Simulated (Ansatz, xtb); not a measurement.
AlH2NSiSn: where a starting geometry ends

The starting geometry of this gas-phase singlet was built from a drawn formula by distance geometry and a force field; its bonds are those of `[NH]1[Al]2[SiH]=[Sn]12`.

```xyz
6

Al   -1.6265    1.8414    0.2291
N    -0.7454    0.1083    0.2786
Si    0.0661    1.3739    1.8947
Sn   -1.8161    0.0513    2.0270
H    -1.2449   -0.4585   -0.4173
H     1.1947    1.9746    2.6222
```

**Question.** Where would you expect an optimisation with r2SCAN-D4/def2-SVP to take it?

**Answer.** A bond breaks, giving a structure given below by its coordinates. Distances that change by over a tenth: N2–Si3 (2.21 → 1.97 Å). Contacts that open: Al1–Sn4 (2.54 → 3.80 Å).

The energy falls by 3.72 eV over 14 steps:

```json
{"step": "1", "E − E(last) (eV)": "3.717"}
{"step": "2", "E − E(last) (eV)": "2.245"}
{"step": "4", "E − E(last) (eV)": "0.583"}
{"step": "5", "E − E(last) (eV)": "0.325"}
{"step": "7", "E − E(last) (eV)": "0.026"}
{"step": "8", "E − E(last) (eV)": "0.012"}
{"step": "10", "E − E(last) (eV)": "0.001"}
{"step": "11", "E − E(last) (eV)": "0.001"}
{"step": "13", "E − E(last) (eV)": "0.000"}
{"step": "14", "E − E(last) (eV)": "0.000"}
```

Final geometry (Å):

```yaml
atoms:
  - { symbol: Al, position_ang: [-1.4766, 2.1856, -0.2725] }
  - { symbol: N, position_ang: [-1.0865, 0.4665, 0.5079] }
  - { symbol: Si, position_ang: [-0.3818, 1.5888, 1.9591] }
  - { symbol: Sn, position_ang: [-1.7552, -0.4754, 2.4256] }
  - { symbol: H, position_ang: [-0.5774, -0.2278, -0.0519] }
  - { symbol: H, position_ang: [1.1055, 1.3533, 2.0661] }
```

From the same start GFN2-xTB ends elsewhere, differing in N2–Si3 (3.02 against 1.97 Å here).

The end wasn't checked by frequencies. Atoms past krypton carry core potentials, without spin–orbit terms. Run with Ansatz 0.2.0, 2.1 min on 1 thread of AMD EPYC (Zen 3), on a shared host.
